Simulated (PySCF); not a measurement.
SMILES S(C)[C@@H]1CCC[C@@H]1C#N, C$_{7}$H$_{11}$NS

Cartesian coordinates in Å; atom numbers follow the order of the lines, from 1:
```xyz
20

C     2.693   -1.230   -0.126
S     0.967   -1.509    0.350
C     0.373    0.227    0.515
C    -0.766    0.285    1.543
C    -2.072    0.437    0.744
C    -1.684    0.160   -0.708
C    -0.267    0.739   -0.787
C     0.438    0.362   -1.981
N     1.000    0.072   -2.934
H     3.147   -2.212   -0.206
H     2.736   -0.723   -1.085
H     3.194   -0.652    0.647
H     1.244    0.813    0.809
H    -0.770   -0.629    2.135
H    -0.623    1.124    2.224
H    -2.845   -0.246    1.091
H    -2.454    1.456    0.835
H    -2.364    0.615   -1.426
H    -1.639   -0.915   -0.892
H    -0.313    1.836   -0.752
```

Level of theory: PySCF, GIAO B97-2/pcSseg-1 magnetisability, rotational g tensor and spin-rotation constants, non-relativistic, gas phase. Geometry: GFN2-xTB.

**Question.** Give the nuclear spin-rotation constants along the inertial axes (H = +C I·J) beside the isotropic shieldings.

**Answer.** Rotational constants 1.8342, 1.3197, 0.8788 GHz. A star marks the isotopologue with that one atom substituted, in its own axes.
| atom | isotope | Caa (kHz) | Cbb (kHz) | Ccc (kHz) | mean (kHz) | σ (ppm) |
| --- | --- | --- | --- | --- | --- | --- |
| N9 | 14N | 0.167 | 0.208 | 0.191 | 0.189 | -26.3 |
| H10 | 1H | -0.066 | -0.126 | -0.054 | -0.082 | 29.9 |
| H11 | 1H | -0.167 | 0.032 | -0.086 | -0.073 | 28.5 |
| H12 | 1H | -0.191 | -0.101 | -0.003 | -0.099 | 29.6 |
| H13 | 1H | -0.142 | -0.146 | 0.008 | -0.093 | 29.1 |
| H14 | 1H | -0.203 | -0.016 | -0.057 | -0.092 | 29.9 |
| H15 | 1H | -0.171 | -0.123 | 0.005 | -0.096 | 29.4 |
| H16 | 1H | -0.137 | -0.120 | -0.021 | -0.093 | 30.0 |
| H17 | 1H | -0.083 | -0.129 | -0.046 | -0.086 | 30.3 |
| H18 | 1H | -0.140 | -0.004 | -0.097 | -0.080 | 29.9 |
| H19 | 1H | -0.158 | -0.136 | 0.005 | -0.096 | 29.6 |
| H20 | 1H | -0.155 | -0.127 | -0.008 | -0.096 | 29.3 |
| C1 | 13C* | 0.250 | 0.226 | 0.129 | 0.202 | 161.5 |
| S2 | 33S* | 0.336 | 0.380 | 0.281 | 0.332 | 486.1 |
| C3 | 13C* | 0.354 | 0.269 | 0.181 | 0.268 | 129.7 |
| C4 | 13C* | 0.263 | 0.211 | 0.179 | 0.218 | 150.5 |
| C5 | 13C* | 0.272 | 0.190 | 0.152 | 0.205 | 159.5 |
| C6 | 13C* | 0.294 | 0.216 | 0.155 | 0.222 | 151.9 |
| C7 | 13C* | 0.302 | 0.211 | 0.164 | 0.226 | 149.4 |
| C8 | 13C* | 0.291 | 0.418 | 0.378 | 0.362 | 63.6 |

For the geometry as given, no vibrational averaging.
